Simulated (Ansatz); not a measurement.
Program: Ansatz. Geometries: PBE0-D4/def2-TZVP. ΔE: electronic, gas phase. CCSD(T)/CBS adds triple-zeta CCSD(T) − MP2 to the extrapolated MP2 energy (def2 sets, frozen cores). This one scheme is used for every species. Functionals use def2-TZVPP. For Zn outer-core shells are correlated without core-valence functions, which leaves a few kJ/mol of doubt a bond. Scalar relativity is left out up to krypton. Each species was taken in one conformer, which may not be the lowest.

`[BH2][Zn][OH]` + `[SiH3]S` → `[BH2][Zn][S][SiH3]` + H₂O  (ligand exchange at a Zn–O bond)

`[BH2][Zn][OH]`:

Cartesian coordinates in Å:
```
B 0.295 1.355 0.538
Zn -0.111 -0.448 -0.317
O -0.469 -1.970 -1.174
H 0.437 1.480 1.720
H 0.405 2.354 -0.112
H -0.559 -2.770 -0.655
```

`[SiH3]S`:

Z-matrix (Å, degrees):
```
Si
S 1 2.137
H 1 1.485 2 111.6
H 1 1.485 2 111.6 3 -122.0
H 1 1.482 2 104.8 3 119.0
H 2 1.344 1 94.7 3 60.9
```

`[BH2][Zn][S][SiH3]`:

Cartesian coordinates in Å:
```
B -2.400 -1.084 -0.800
Zn -1.022 -0.322 0.522
S 0.417 0.482 1.957
Si 1.892 0.828 0.468
H -3.491 -1.426 -0.448
H -2.154 -1.209 -1.965
H 3.125 0.049 0.750
H 2.242 2.269 0.394
H 1.391 0.413 -0.878
```

H₂O:

```xyz
3

O    -0.120    0.124    0.349
H     0.666    0.397   -0.129
H    -0.546   -0.521   -0.220
```

| level | ΔE (kcal/mol) | difference from CCSD(T)/CBS |
| --- | --- | --- |
| B2PLYP | -12.7 | 3.0 |
| PBE-QIDH | -16.2 | -0.5 |
| r2SCANh | -15.1 | 0.6 |
| r2SCAN0 | -16.1 | -0.4 |
| CAM-B3LYP | -11.3 | 4.4 |
| RPA@PBE/def2-TZVPP | -12.2 | 3.5 |
| HF/def2-SVP | -17.0 | -1.3 |
| MP2/def2-SVP | -15.7 | 0.0 |
| CCSD(T)/def2-SVP | -15.1 | 0.6 |
| MP2/CBS(def2) | -16.1 | -0.4 |
| CCSD(T)/CBS | -15.7 | 0 |

Largest T1 diagnostic among the species: 0.017.

The D4 term adds −1.7 kcal/mol with B3LYP and −0.9 kcal/mol with PBE0; it sums over pairs of atoms, weighted by their polarisabilities, and B3LYP, whose exchange is more repulsive, gets the larger term. In def2-TZVPP, CCSD(T) changes the Hartree–Fock value by +1.2 kcal/mol (the triples alone add −0.2 kcal/mol) and MP2 by +0.8 kcal/mol. From PBE to PBE0 (25 % exact exchange), in def2-TZVPP and without D4, ΔE moves by −2.3 kcal/mol.

B3LYP here is the variant with VWN-RPA as its local correlation; programs differ in this.
